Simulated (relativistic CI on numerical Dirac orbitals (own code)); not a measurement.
# One change at a time: Te51+

Base calculation: Dirac-Coulomb-Breit CI, separate exchange-only KLI orbitals for each configuration, model QED (radiative potential, 1s self-energy scaled to tabulated hydrogen-like ionisation energies).

CI space: 1s, 2s, 2p, 3s, 3p, 3d, 4s, 4p, 4d, 4f, 5s, 5p, 5d, 5f, 5g, 6s, 6p, 6d. Levels of other configurations are missing.

Variants: (1) QED terms removed; (2) non-relativistic limit. Shifts of the energy above 1s 2S_1/2, in eV, for the lowest level and the first level of each name with at least 55 % of one term (blank where a level changes its place among those of its configuration and J or its character, or is not in the variant):

| Level | Base | Δ(1) | Δ(2) |
| --- | --- | --- | --- |
| 1s 2S_1/2 | 0.0 | 0.0 | 0.0 |
| 2p 2P°_1/2 | 28532.2 | +38.4 | -941.0 |
| 2s 2S_1/2 | 28538.5 | +32.5 | -947.2 |
| 2p 2P°_3/2 | 28896.8 | +37.8 | -1305.6 |
| 3p 2P°_1/2 | 33931.8 | +38.6 | -1231.0 |
| 3s 2S_1/2 | 33933.7 | +36.8 | -1232.8 |
| 3d 2D_3/2 | 34039.9 | +38.7 | -1339.1 |
| 3p 2P°_3/2 | 34040.2 | +38.4 | -1339.3 |
| 3d 2D_5/2 | 34073.6 | +38.6 | -1372.7 |
| 4p 2P°_1/2 | 35806.5 | +38.6 | -1317.3 |
| 4s 2S_1/2 | 35807.3 | +37.9 | -1318.1 |
| 4d 2D_3/2 | 35852.0 | +38.7 | -1362.8 |
| 4p 2P°_3/2 | 35852.1 | +38.6 | -1362.9 |
| 4f 2F°_5/2 | 35866.2 | +38.7 | -1376.9 |
